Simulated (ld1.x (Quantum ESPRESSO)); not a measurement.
Reading a pseudo-wave (samarium (Sm))

Columns: radius, all-electron u(r) and pseudo u(r) of the 6s shell (level -8.42 eV) of samarium in the configuration [Kr] 4d10 4f6 5s2 5p6 5d0 6s1 6p0; PBEsol, scalar-relativistic, ultrasoft scheme, ld1.x (Quantum ESPRESSO) 7.5.

| r (bohr) | all-electron | pseudo |
| --- | --- | --- |
| 0.145 | 0.0811 | 0.1768 |
| 0.290 | -0.0057 | 0.3357 |
| 0.435 | -0.1727 | 0.4613 |
| 0.580 | -0.1007 | 0.5428 |
| 0.725 | 0.0660 | 0.5755 |
| 0.870 | 0.2048 | 0.5604 |
| 1.015 | 0.2751 | 0.5040 |
| 1.160 | 0.2794 | 0.4163 |
| 1.305 | 0.2342 | 0.3089 |
| 1.450 | 0.1575 | 0.1928 |
| 1.595 | 0.0641 | 0.0771 |
| 1.740 | -0.0348 | -0.0324 |
| 1.885 | -0.1316 | -0.1325 |
| 2.030 | -0.2216 | -0.2224 |
| 2.175 | -0.3021 | -0.3022 |
| 2.320 | -0.3718 | -0.3718 |
| 2.465 | -0.4304 | -0.4304 |
| 2.610 | -0.4783 | -0.4783 |
| 2.755 | -0.5160 | -0.5160 |
| 2.900 | -0.5444 | -0.5444 |
| 3.045 | -0.5647 | -0.5647 |
| 3.190 | -0.5776 | -0.5776 |
| 3.335 | -0.5840 | -0.5840 |
| 3.480 | -0.5850 | -0.5850 |
| 3.625 | -0.5810 | -0.5810 |
| 3.770 | -0.5730 | -0.5730 |

Q: How many radial nodes do the two functions have?

A: The all-electron 6s function has n − l − 1 = 5 (the table is too coarse to show those close to the nucleus); the pseudo-wave has 1, since 1 lower shell of the same l stays in the valence.

Q: At about which radius was the pseudo-wave matched?

A: 2.25 bohr, where the columns begin to agree (steps of 0.14 bohr).

Q: Is the pseudo-wave norm-conserving?

A: No, it belongs to an ultrasoft set: the norm inside the radius is not constrained, and the difference is carried by the augmentation charge.
